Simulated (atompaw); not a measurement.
# An all-electron radial function and its pseudo partner (Hf (Z = 72))

Columns: radius, all-electron u(r) and pseudo u(r) of the 5p shell (level -35.57 eV) of hafnium in the configuration [Kr] 4d10 4f14 5s2 5p6 5d2 6s2 6p0; PBE, scalar-relativistic, PAW (atompaw) scheme, atompaw 4.2.0.5.

```tsv
r (bohr)	all-electron	pseudo
0.115	0.2423	0.0180
0.231	0.0413	0.0712
0.346	-0.4622	0.1538
0.462	-0.4242	0.2601
0.577	-0.0695	0.3790
0.692	0.3288	0.5013
0.808	0.6491	0.6177
0.923	0.8566	0.7170
1.038	0.9654	0.7928
1.154	0.9983	0.8405
1.269	0.9778	0.8573
1.385	0.9229	0.8444
1.500	0.8493	0.8058
1.615	0.7668	0.7473
1.731	0.6819	0.6756
1.846	0.6002	0.5991
1.962	0.5233	0.5232
2.077	0.4536	0.4536
2.192	0.3911	0.3911
2.308	0.3353	0.3353
2.423	0.2868	0.2868
2.538	0.2446	0.2446
2.654	0.2079	0.2079
2.769	0.1765	0.1765
2.885	0.1494	0.1494
3.000	0.1264	0.1264
```

**Question.** How many radial nodes do the two functions have?

**Answer.** The all-electron 5p function has n − l − 1 = 3 (the table is too coarse to show those close to the nucleus); the pseudo-wave has 0, since the states of the same l below it are removed with the core.

**Question.** At about which radius was the pseudo-wave matched?

**Answer.** 2.05 bohr, where the columns begin to agree (steps of 0.12 bohr).

**Question.** Where does each function peak?

**Answer.** Outermost all-electron maximum near 1.15 bohr, pseudo maximum near 1.27 bohr (to the table’s step).

**Question.** Is the pseudo-wave norm-conserving?

**Answer.** No, it belongs to a PAW set: the norm inside the radius is not constrained, and the difference is carried by the augmentation charge.
